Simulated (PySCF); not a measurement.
Cs (SMILES [Cs]), doublet (core potentials on Cs); PBE/def2-TZVP in PySCF.

Here is a job for PySCF.
```python
from pyscf import gto, scf, dft

mol = gto.M(
    atom='''
Cs    0.000000    0.000000    0.000000
''',
    basis='def2-tzvp',
    ecp={'Cs': 'def2-tzvp'},
    charge=0,
    spin=1,
    verbose=4,
)

mf = dft.UKS(mol)
mf.xc = 'pbe'
mf.kernel()
```

It wrote (shortened):

```
PySCF version 2.14.0

[INPUT] verbose = 4
[INPUT] num. atoms = 1
[INPUT] num. electrons = 9
[INPUT] charge = 0
[INPUT] spin (= nelec alpha-beta = 2S) = 1
[INPUT] symmetry False subgroup None
[INPUT] Mole.unit = angstrom
[INPUT] Symbol           X                Y                Z      unit          X                Y                Z       unit  Magmom
[INPUT]  1 Cs     0.000000000000   0.000000000000   0.000000000000 AA    0.000000000000   0.000000000000   0.000000000000 Bohr   0.0

nuclear repulsion = 0
number of shells = 11
number of NR pGTOs = 40
number of NR cGTOs = 29
basis = def2-tzvp
ecp = {'Cs': 'def2-tzvp'}

******** <class 'pyscf.dft.uks.UKS'> ********
method = UKS
initial guess = minao
damping factor = 0
level_shift factor = 0
DIIS = <class 'pyscf.scf.diis.CDIIS'>
diis_start_cycle = 1
diis_space = 8
diis_damp = 0
SCF conv_tol = 1e-09
SCF conv_tol_grad = None
SCF max_cycles = 50
direct_scf = True
direct_scf_tol = 1e-13
number electrons alpha = 5  beta = 4
XC library pyscf.dft.libxc version 7.1.2
    S. Lehtola, C. Steigemann, M. J. T. Oliveira, and M. A. L. Marques,  SoftwareX 7, 1–5 (2018)
XC functionals = pbe
    J. P. Perdew, K. Burke, and M. Ernzerhof,  Phys. Rev. Lett. 77, 3865 (1996)
    J. P. Perdew, K. Burke, and M. Ernzerhof,  Phys. Rev. Lett. 78, 1396 (1997)
    J. P. Perdew, K. Burke, and M. Ernzerhof,  Phys. Rev. Lett. 77, 3865 (1996)
    J. P. Perdew, K. Burke, and M. Ernzerhof,  Phys. Rev. Lett. 78, 1396 (1997)
radial grids:
    Treutler-Ahlrichs [JCP 102, 346 (1995); DOI:10.1063/1.469408] (M4) radial grids

becke partition: Becke, JCP 88, 2547 (1988); DOI:10.1063/1.454033
pruning grids: <function nwchem_prune>
grids dens level: 3
symmetrized grids: False
atomic radii adjust function: <function treutler_atomic_radii_adjust>
small_rho_cutoff = 0
Set gradient conv threshold to 3.16228e-05
tot grids = 23712
init E= -16.8900439736378

cycle= 1 E= -20.1153367479508  delta_E= -3.23  |g|= 0.166  |ddm|= 2.35
cycle= 2 E= -20.1402712801148  delta_E= -0.0249  |g|= 0.0858  |ddm|= 1.92
cycle= 3 E= -20.1471348441572  delta_E= -0.00686  |g|= 0.00115  |ddm|= 0.407
cycle= 4 E= -20.147136806022  delta_E= -1.96e-06  |g|= 7.48e-05  |ddm|= 0.0135
cycle= 5 E= -20.1471368128958  delta_E= -6.87e-09  |g|= 4.96e-06  |ddm|= 0.000334
cycle= 6 E= -20.1471368129348  delta_E= -3.9e-11  |g|= 3.5e-07  |ddm|= 7.17e-05
Extra cycle  E= -20.147136812935  delta_E= -1.35e-13  |g|= 1.56e-07  |ddm|= 3.64e-06
converged SCF energy = -20.147136812935  <S^2> = 0.75012846  2S+1 = 2.0001285
```
